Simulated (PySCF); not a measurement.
C7H8N2.
Geometry (PBE0-D3(BJ)/def2-SVP, Å), atoms numbered from 1 in this order:
```xyz
17
C7H8N2 angstrom
C      2.4729    0.2095   -0.3230
N      2.0283   -1.0845    0.1087
C      0.8295   -1.3243    0.4449
C     -0.3389   -0.4101    0.5247
C     -0.2777    0.8836    1.0555
C     -1.4429    1.6473    1.1074
N     -2.6253    1.2198    0.6739
C     -2.6898   -0.0146    0.1807
C     -1.5910   -0.8662    0.0969
H      3.0628    0.6794    0.4829
H      1.6776    0.9139   -0.6268
H      3.1678    0.0767   -1.1672
H      0.5949   -2.3723    0.7004
H      0.6553    1.2874    1.4516
H     -1.4125    2.6601    1.5264
H     -3.6737   -0.3529   -0.1649
H     -1.7050   -1.8760   -0.3060
```

Linear response at wB97X-D/def2-SVPD (PySCF, frozen core in the response, non-relativistic).

Static isotropic polarisability: 95.81 au (14.20 Å³), principal values 63.3, 98.5, 125.6 au.

Question: What is the polarisability at 1064 nm and at the sodium D line?

Answer: 96.97 au at 1064 nm (+1.2 %), 99.83 au at 589.3 nm (+4.2 %). The rise at 589.3 nm is 3.46 times that at 1064 nm; a pure ω² law gives 3.26. The lowest singlet lies at 291 nm, shorter than both wavelengths.

Question: What is the isotropic C6 coefficient between two such molecules, C6 = (3/π)∫α(iω)² dω?

Answer: 3501 au (Eh·bohr⁶) by a ten-point quadrature over imaginary frequencies, which is 2090 eV·Å⁶ or 202 J·nm⁶/mol.

Question: Which effective excitation energy ω̄ makes London's formula C6 = (3/4)α²ω̄ exact here?

Answer: ω̄ = 4·C6/(3α²) = 0.509 Eh = 13.8 eV. A one-pole form α(ω) = α/(1 − ω²/ω̄²) fitted to the 1064 nm value gives 10.6 eV. London's choice of the ionisation energy (9.27 eV, ΔSCF at the same level) gives C6 = 2350 au, 33 % too low.

Question: What three-body coefficient follows from the one-pole estimate C9 = (3/4)·α·C6?

Answer: 252000 au. This is an estimate from the two numbers above, not a computed integral.

Question: How many electrons N does the Slater–Kirkwood formula C6 = (3/4)·√N·α^(3/2) need to give this C6?

Answer: N = (4·C6/3)²/α³ = 24.8; the species has 64 electrons in all.

Question: What molar refraction at the D line follows from R = (4π/3)·N_A·α′, with α′ the polarisability volume?

Answer: α′ = 14.79 Å³ gives R = 37.32 cm³/mol, for isolated, non-vibrating species.

Question: What n − 1 at the D line would an ideal gas of it have at 273.15 K and 1 atm (2.6868 × 10¹⁹ cm⁻³), by n − 1 = 2π·N·α′?

Answer: 24.97 × 10⁻⁴, a formal value whether or not that pressure can be reached.

Cost: about 2.3 min of CPU time on one thread; the machine was shared, so the figure is rough. This is the whole response run at wB97X-D/def2-SVPD, SCF included.

One conformer stands for the species.

wB97X-D is run here without its empirical dispersion term; that term would change no orbital, density or response property at a fixed geometry.
